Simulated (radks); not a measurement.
The sulfur anion S2-, [Ar], held by a Watson sphere: a shell of charge +2 at radius R that stands for the Madelung well of a crystal (potential energy -2/R inside, -2/r outside, in hartree with lengths in bohr). All-electron calculation, non-relativistic Kohn-Sham, LDA (Slater exchange, Perdew-Wang correlation), spin-unpolarised, spherical densities, point nucleus. Program: a radial shooting solver on a logarithmic mesh with Libxc functionals. Response by self-consistent Sternheimer equations with the Hartree and adiabatic LDA kernel. The sphere does not respond.

R (bohr)  e(2p) (eV)  e(3s) (eV)  e(3p) (eV)  <r> 3p (bohr)  sum of <r^2> (bohr^2)  X-ray form factor at sin(theta)/lambda = 0.3 1/angstrom  alpha (bohr^3)
1.87         -153.55     -18.801      -8.800          2.031                  38.25                                                    9.032           21.72
3.28         -152.69     -15.067      -5.934          2.374                  51.05                                                    8.966           49.45
3.33         -152.64     -14.968      -5.841          2.384                  51.48                                                    8.968           50.91
4.3          -151.77     -13.399      -4.300          2.556                  59.36                                                    8.993           88.06
